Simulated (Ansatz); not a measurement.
Two structures of SiH₂BrF₃, singlet, reached by relaxing down either side of one saddle point (PBE0-D4/def2-TZVP). Energies are electronic, without zero-point energy. Ansatz 0.2.0; basis: def2-TZVPP and def2-QZVPP; cores frozen in the correlated methods. Filled d shells of the heavier atoms are correlated. The def2 sets are not built for correlating such inner shells, so the correlated values are less sure here. Extrapolation: Hartree–Fock as exp(−7.88 √X), correlation as X^−2.97. First:

```json
{"atom": "Si1", "x (Å)": "-0.6608", "y (Å)": "0.3514", "z (Å)": "-0.5436"}
{"atom": "Br2", "x (Å)": "-0.2864", "y (Å)": "-1.8131", "z (Å)": "-0.3473"}
{"atom": "F3", "x (Å)": "-1.7632", "y (Å)": "0.5378", "z (Å)": "-1.6560"}
{"atom": "F4", "x (Å)": "-1.2570", "y (Å)": "0.8771", "z (Å)": "0.8147"}
{"atom": "H5", "x (Å)": "0.5534", "y (Å)": "1.0791", "z (Å)": "-0.9102"}
{"atom": "H6", "x (Å)": "1.5277", "y (Å)": "-0.9299", "z (Å)": "1.2168"}
{"atom": "F7", "x (Å)": "1.8862", "y (Å)": "-0.1022", "z (Å)": "1.4256"}
```

Second:

```
7
angstrom
Si -0.2071 1.1683 -0.3351
Br 0.3968 -3.4925 0.9807
F -0.9473 0.7372 -1.6517
F -1.2726 1.3510 0.8044
H 0.5596 2.3942 -0.5400
H 0.7157 -2.1454 0.6544
F 0.7547 -0.0125 0.0874
```

**Question.** Which bonds change from the first to the second?

**Answer.** SiHBrF₂ ([F][SiH]([F])[Br]) + HF → SiHF₃ ([F][SiH]([F])[F]) + HBr; bonds formed: Si1–F7, Br2–H6; bonds broken: Si1–Br2, H6–F7.

**Question.** Give the saddle point's structure and its height above each. (To be estimated.)

**Answer.** The calculation gives: 29.34 kcal/mol above the first and 42.95 kcal/mol above the second (CCSD(T) at an estimated basis limit (MP2 extrapolated from triple and quadruple zeta, plus CCSD(T) − MP2 in triple zeta)).
```xyz
7
angstrom
Si -0.2192 0.4864 -0.2342
Br -0.1443 -2.0851 -0.0017
F -1.2592 0.2068 -1.4086
F -1.1108 0.9326 0.9861
H 0.5916 1.5285 -0.8678
H 0.9386 -1.1226 0.7431
F 1.2033 0.0536 0.7833
```

No T1 diagnostic of these runs exceeds 0.011.

Labels in which every atom is bracketed show which atoms are joined, not bond orders.

For scale, one of the runs: CCSD(T)/def2-TZVPP, 211 basis functions, launched by `ansatz run in.yaml --threads 8 --pin off --events-out ev --progress --plain --max-ram 19148MiB`. Hardware: 8 CPU threads of an Arm Neoverse V1, shared host. Wall time 85 s; peak host memory 3.3 GiB.
